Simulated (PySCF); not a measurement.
C3H4BF, SMILES C#CB(C)F. Geometry: PBE-D3(BJ)/def2-SVP.

Computed equilibrium geometry at PBE-D3(BJ)/def2-SVP (PySCF confirms it by a frequency run) as bond lengths and angles:
Atoms: B1 C2 C3 H4 F5 C6 H7 H8 H9. Bond lengths (Å): B1–C2 1.538, B1–F5 1.344, B1–C6 1.568, C2–C3 1.229, C3–H4 1.082, C6–H7 1.107, C6–H8 1.113, C6–H9 1.109. Angles (°): C2–B1–F5 117.3, C2–B1–C6 122.7, F5–B1–C6 120.0, B1–C2–C3 177.7, C2–C3–H4 179.3, B1–C6–H7 113.0, B1–C6–H8 108.4, B1–C6–H9 111.7, H7–C6–H8 108.1, H7–C6–H9 109.8, H8–C6–H9 105.5.
Charge 0, spin multiplicity 1.
